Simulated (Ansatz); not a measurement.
`C[N](C)[InH2]`, 12 atoms. The species carries charge 0 and has multiplicity 1. Correlated methods include outer-core shells of In, which these sets cover unevenly. In takes the def2 core potential. All runs use 4 threads of a server CPU on a shared host. Correlated methods freeze the cores.

Give the basis size and wall time and peak host memory of each of these runs in Ansatz. RHF-CCSD(T)/def2-SVP energy; RKS ωB97M-V/def2-SVP energy; direct RPA on PBE orbitals/def2-TZVPP energy; RHF-MP2/def2-QZVPP energy; RKS SPW92 (LDA)/def2-TZVPP energy; RKS ωB97M-V/def2-TZVPP energy and forces; RKS PBE0-D4/def2-TZVP frequencies; RKS PBE0-D4/def2-SVP energy; RKS PBE0-D4/def2-TZVP relaxation (7 steps); RKS r2SCANh-D4/def2-TZVPP energy; RKS ωB97M-V/def2-QZVPP energy; RKS PBE-D4/def2-TZVPP energy and forces. (Estimate.)

Ansatz gave: Other jobs shared the machine, so times are rough.

| level | job | functions | wall time | peak host memory (GiB) |
| --- | --- | --- | --- | --- |
| RKS PBE0-D4/def2-SVP | energy | 108 | 1 s | 0.24 |
| RKS SPW92 (LDA)/def2-TZVPP | energy | 255 | 1.2 s | 0.31 |
| RKS PBE-D4/def2-TZVPP | energy and forces | 255 | 2.5 s | 0.32 |
| RKS ωB97M-V/def2-SVP | energy | 108 | 4.2 s | 0.34 |
| RKS r2SCANh-D4/def2-TZVPP | energy | 255 | 4.4 s | 0.62 |
| direct RPA on PBE orbitals/def2-TZVPP | energy | 255 | 6 s | 0.76 |
| RHF-CCSD(T)/def2-SVP | energy | 108 | 6.5 s | 0.59 |
| RKS ωB97M-V/def2-TZVPP | energy and forces | 255 | 10 s | 0.96 |
| RKS ωB97M-V/def2-QZVPP | energy | 493 | 17 s | 2.1 |
| RHF-MP2/def2-QZVPP | energy | 493 | 19 s | 3.3 |
| RKS PBE0-D4/def2-TZVP | relaxation (7 steps) | 191 | 21 s | 0.5 |
| RKS PBE0-D4/def2-TZVP | frequencies | 191 | 2.3 min | 0.51 |
